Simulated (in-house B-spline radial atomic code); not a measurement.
Results of a calculation; reference values are marked as such.
**Softness against transferability: the 4p channel of Rb**

Rb, [Kr] 5s1, non-relativistic PBE, spherical and spin-unpolarised, from a B-spline radial code for spherical atoms (atomic units). The all-electron 4p level is ε = -0.589612 hartree, its outermost node lies just inside 0.65 bohr and its outer maximum at 1.44 bohr.

Troullier-Martins pseudo-orbitals are made for several radii. The cutoffs (hartree) are the plane-wave energies beyond which the orbital holds less than the named kinetic energy per electron. The phase error is the difference, pseudo minus all-electron, of arctan(R P'/P) at R = 2.31 bohr for all radii, half a hartree below and above the level.

| r_c (bohr) | V_l(0) (hartree) | cutoff for 10 mEh | for 1 mEh | for 0.1 mEh | phase error at ε − 0.5 (mrad) | at ε + 0.5 (mrad) |
| --- | --- | --- | --- | --- | --- | --- |
| 1.08 | -21.58 | 40.9 | 52.4 | 158 | -1.7 | -2.2 |
| 1.25 | -4.10 | 8.99 | 31.7 | 61.8 | -1.0 | -1.2 |
| 1.44 | -0.17 | 10.6 | 17.1 | 34.3 | -0.8 | -0.9 |
| 1.62 | -0.65 | 9.68 | 16.1 | 32.3 | -0.9 | -1.0 |
| 1.81 | -1.55 | 5.12 | 13.9 | 26.5 | -1.5 | -1.7 |
| 2.01 | -2.21 | 4.74 | 11.3 | 15.7 | -2.8 | -2.9 |

(1) Which radius needs the lowest cutoff for 0.1 mEh while both phase errors stay within 1.8 mrad?

(2) What does the larger radius buy, and what does it cost?

Answers

(1) The radii within that limit are 1.25, 1.44, 1.62, 1.81 bohr; of these r_c = 1.81 needs the least, 26.5 hartree, that is 53 Ry or 721 eV.

(2) From r_c = 1.08 to 2.01 bohr the cutoff for 1 mEh goes from 52.4 to 11.3 hartree, a factor of 4.64, against 3.46 for a pure 1/r_c² scaling, end to end; step by step it is 52.4, 31.7, 17.1, 16.1, 13.9, 11.3, and for 0.1 mEh 158, 61.8, 34.3, 32.3, 26.5, 15.7; the number of plane waves goes as the cutoff to the power 3/2, here a factor of 10.0. The larger of the two phase errors is least at r_c = 1.44 bohr, 0.9 mrad; it is 2.2 at the smallest radius and 2.9 at the largest. These errors test the reference atom alone. The smallest radius lies well inside the outer maximum, where the nodeless form must bend sharply to keep the norm, so it is both harder and scatters less well than the next. Large radii also let the cores of neighbours overlap, which an atom doesn't show.
